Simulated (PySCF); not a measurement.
**Atomic charges against the basis set**

Species: H10O2Si4.
SMILES with atom numbers: `[SiH3:1][O:2][SiH2:3][SiH2:4][O:5][SiH3:6]` (hydrogens: H7, H8, H9 on Si1; H10, H11 on Si3; H12, H13 on Si4; H14, H15, H16 on Si6)

PBE0 throughout (PySCF), one geometry, spherical d and f functions. Isolated species at its PBE0-D3(BJ)/def2-SVP geometry (one conformer only). Atoms taken as equivalent share a column and are averaged.

Mulliken charges (e):

```json
{"basis": "STO-3G", "functions": "56", "Si1/Si6": "+0.660", "O2/O5": "-0.534", "Si3/Si4": "+0.537", "H7 (×6)": "-0.132", "H10/H11/H12/H13": "-0.133"}
{"basis": "6-31G", "functions": "90", "Si1/Si6": "+0.862", "O2/O5": "-0.980", "Si3/Si4": "+0.738", "H7 (×6)": "-0.124", "H10/H11/H12/H13": "-0.123"}
{"basis": "pcSseg-0", "functions": "90", "Si1/Si6": "+0.827", "O2/O5": "-1.037", "Si3/Si4": "+0.641", "H7 (×6)": "-0.102", "H10/H11/H12/H13": "-0.062"}
{"basis": "6-31G*", "functions": "120", "Si1/Si6": "+0.598", "O2/O5": "-0.687", "Si3/Si4": "+0.512", "H7 (×6)": "-0.085", "H10/H11/H12/H13": "-0.083"}
{"basis": "def2-SVP", "functions": "150", "Si1/Si6": "+0.585", "O2/O5": "-0.598", "Si3/Si4": "+0.473", "H7 (×6)": "-0.097", "H10/H11/H12/H13": "-0.085"}
{"basis": "cc-pVDZ", "functions": "150", "Si1/Si6": "+0.451", "O2/O5": "-0.526", "Si3/Si4": "+0.392", "H7 (×6)": "-0.064", "H10/H11/H12/H13": "-0.062"}
{"basis": "pcSseg-1", "functions": "180", "Si1/Si6": "+0.730", "O2/O5": "-0.770", "Si3/Si4": "+0.580", "H7 (×6)": "-0.115", "H10/H11/H12/H13": "-0.097"}
{"basis": "aug-cc-pVDZ", "functions": "244", "Si1/Si6": "-0.195", "O2/O5": "-0.982", "Si3/Si4": "-0.072", "H7 (×6)": "+0.230", "H10/H11/H12/H13": "+0.280"}
{"basis": "6-311+G(2d,p)", "functions": "254", "Si1/Si6": "+0.691", "O2/O5": "-0.929", "Si3/Si4": "+0.556", "H7 (×6)": "-0.069", "H10/H11/H12/H13": "-0.055"}
{"basis": "def2-TZVP", "functions": "270", "Si1/Si6": "+0.282", "O2/O5": "-0.404", "Si3/Si4": "+0.266", "H7 (×6)": "-0.030", "H10/H11/H12/H13": "-0.027"}
```

IAO charges (e):

```json
{"basis": "STO-3G", "functions": "56", "Si1/Si6": "+0.774", "O2/O5": "-0.705", "Si3/Si4": "+0.617", "H7 (×6)": "-0.140", "H10/H11/H12/H13": "-0.133"}
{"basis": "6-31G", "functions": "90", "Si1/Si6": "+0.701", "O2/O5": "-0.802", "Si3/Si4": "+0.588", "H7 (×6)": "-0.101", "H10/H11/H12/H13": "-0.092"}
{"basis": "pcSseg-0", "functions": "90", "Si1/Si6": "+0.698", "O2/O5": "-0.797", "Si3/Si4": "+0.569", "H7 (×6)": "-0.100", "H10/H11/H12/H13": "-0.085"}
{"basis": "6-31G*", "functions": "120", "Si1/Si6": "+0.838", "O2/O5": "-0.861", "Si3/Si4": "+0.688", "H7 (×6)": "-0.137", "H10/H11/H12/H13": "-0.127"}
{"basis": "def2-SVP", "functions": "150", "Si1/Si6": "+0.847", "O2/O5": "-0.856", "Si3/Si4": "+0.690", "H7 (×6)": "-0.141", "H10/H11/H12/H13": "-0.130"}
{"basis": "cc-pVDZ", "functions": "150", "Si1/Si6": "+0.829", "O2/O5": "-0.858", "Si3/Si4": "+0.681", "H7 (×6)": "-0.134", "H10/H11/H12/H13": "-0.125"}
{"basis": "pcSseg-1", "functions": "180", "Si1/Si6": "+0.853", "O2/O5": "-0.872", "Si3/Si4": "+0.698", "H7 (×6)": "-0.140", "H10/H11/H12/H13": "-0.130"}
{"basis": "aug-cc-pVDZ", "functions": "244", "Si1/Si6": "+0.830", "O2/O5": "-0.867", "Si3/Si4": "+0.683", "H7 (×6)": "-0.133", "H10/H11/H12/H13": "-0.124"}
{"basis": "6-311+G(2d,p)", "functions": "254", "Si1/Si6": "+0.865", "O2/O5": "-0.885", "Si3/Si4": "+0.708", "H7 (×6)": "-0.141", "H10/H11/H12/H13": "-0.132"}
{"basis": "def2-TZVP", "functions": "270", "Si1/Si6": "+0.876", "O2/O5": "-0.890", "Si3/Si4": "+0.717", "H7 (×6)": "-0.145", "H10/H11/H12/H13": "-0.135"}
```

Some averages cover members that differ in this geometry, most widely: H7 (×6), Mulliken in aug-cc-pVDZ +0.207 to +0.254; Si1/Si6, Mulliken in aug-cc-pVDZ -0.213 to -0.176 e.

Problem. Which scheme is steadiest as the basis changes?

Solution. Largest range over the bases for any column: IAO 0.18 e, Mulliken 1.06 e. IAO charges move least and Mulliken charges most, counted in e. Without the minimal STO-3G basis the ranges are IAO 0.18, Mulliken 1.06 e.

Problem. How much do the charges still move between the two largest bases, 6-311+G(2d,p) and def2-TZVP?

Solution. At most, over all atoms: Mulliken 0.538 e, IAO 0.011 e.

Problem. What do the same runs give for the total energy, the frontier levels and the dipole moment?

Solution. 
| basis | energy (Eh) | HOMO (eV) | LUMO (eV) | μ (D) |
| --- | --- | --- | --- | --- |
| STO-3G | -1298.3362 | -3.44 | 5.29 | 0.31 |
| 6-31G | -1313.6057 | -7.47 | -0.60 | 0.77 |
| pcSseg-0 | -1312.1228 | -7.68 | -0.74 | 0.64 |
| 6-31G* | -1313.8171 | -7.59 | -0.70 | 0.38 |
| def2-SVP | -1313.4147 | -7.68 | -0.64 | 0.35 |
| cc-pVDZ | -1313.8798 | -7.61 | -0.69 | 0.33 |
| pcSseg-1 | -1313.8467 | -7.76 | -0.85 | 0.38 |
| aug-cc-pVDZ | -1313.8976 | -7.71 | -1.05 | 0.27 |
| 6-311+G(2d,p) | -1313.9948 | -7.77 | -1.09 | 0.31 |
| def2-TZVP | -1314.0245 | -7.75 | -0.99 | 0.26 |

The dipole is fixed by the density alone, so its range of 0.51 D shows that the density itself changes with the basis, not only its division among atoms.
